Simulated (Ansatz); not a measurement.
Cost and result for the atomization energy of C$_{2}$H$_{7}$AlOSn (12 atoms, 13 bonds).

Z-matrix (Å, degrees):
```
Al
Sn 1 3.219
C 1 2.256 2 66.0
O 1 1.882 2 83.3 3 31.4
C 1 2.125 2 42.0 3 -35.7
H 1 1.591 2 71.2 3 150.5
H 1 1.581 2 148.8 3 -86.7
H 2 1.698 1 84.8 3 -90.9
H 2 1.701 1 89.6 3 156.0
H 2 1.712 1 145.5 3 30.1
H 3 1.097 1 150.5 2 -158.3
H 5 1.087 1 138.7 2 -128.6
```

The species carries charge 0 and has multiplicity 1. Correlated methods include outer-core shells of Sn, which these sets cover unevenly. Sn: def2 effective core potential. The bonds changed during the relaxation, so this is another structure than the one it started from. The structure was optimised at the PBE0-D4/def2-TZVP level. It is one conformer, not always the lowest. Program: Ansatz. All runs use 2 threads of an AMD EPYC 7R13 on a shared host and a share of an NVIDIA H100 80 GB. Times are those of one run each, without the atoms' runs, and a repeat can differ threefold. Electronic energies, without spin–orbit coupling; frozen cores. CCSD(T)/CBS adds CCSD(T) − MP2 in def2-TZVPP to the MP2 limit, and its time is that of the two runs behind it. T1 = 0.016. With those shells the extrapolation isn't a true limit. B3LYP takes the VWN-RPA correlation (the form of Gaussian; ORCA's B3LYP/G).

CCSD(T)/CBS is a level of theory with its own doubt, some kJ/mol a heavy atom from the limit and from the frozen cores, so smaller differences don't rank the functionals.

| level | functions | wall time | atomization (kcal/mol) | difference from CCSD(T)/CBS | per bond |
| --- | --- | --- | --- | --- | --- |
| PBE0-D4/def2-TZVPP | 283 | 2.4 s | 940.3 | -7.8 | -0.6 |
| B3LYP-D4/def2-TZVPP (with forces) | 283 | 2.9 s | 939.3 | -8.8 | -0.7 |
| PBE-D4/def2-TZVPP (with forces) | 283 | 3.1 s | 955.8 | 7.7 | 0.6 |
| r2SCAN-D4/def2-TZVPP (with forces) | 283 | 3.2 s | 948.4 | 0.3 | 0.0 |
| ωB97X-V/def2-TZVPP | 283 | 3.5 s | 950.0 | 1.9 | 0.1 |
| B2PLYP/def2-TZVPP | 283 | 4.4 s | 929.2 | -18.9 | -1.5 |
| MP2/def2-QZVPP | 533 | 5 s | 945.5 | -2.6 | -0.2 |
| ωB97M-V/def2-TZVPP (with forces) | 283 | 5.5 s | 946.2 | -1.9 | -0.1 |
| CCSD(T)/def2-TZVPP | 283 | 5.5 s | 923.7 | -24.4 | -1.9 |
| CCSD(T)/CBS(def2) | – | 11 s | 948.1 | 0.0 | 0.0 |

The D4 term adds +11.5 kcal/mol with B3LYP and +6.0 kcal/mol with PBE0; it sums over pairs of atoms, weighted by their polarisabilities, and B3LYP, whose exchange is more repulsive, gets the larger term. In def2-TZVPP, CCSD(T) changes the Hartree–Fock value by +249.3 kcal/mol (the triples alone add +16.2 kcal/mol) and MP2 by +256.5 kcal/mol; breaking electron pairs costs correlation energy, which Hartree–Fock lacks. From PBE to PBE0 (25 % exact exchange), in def2-TZVPP and without D4, the atomization energy moves by −14.5 kcal/mol: exact exchange takes away binding that semilocal exchange gives to molecules.

Spin–orbit coupling would lower the free Sn atoms strongly, and the atomization energy with them, by more than many differences here. For some Ge, Se and Sn compounds the MP2-based and the directly extrapolated limit differ by 10 to 25 kJ/mol.
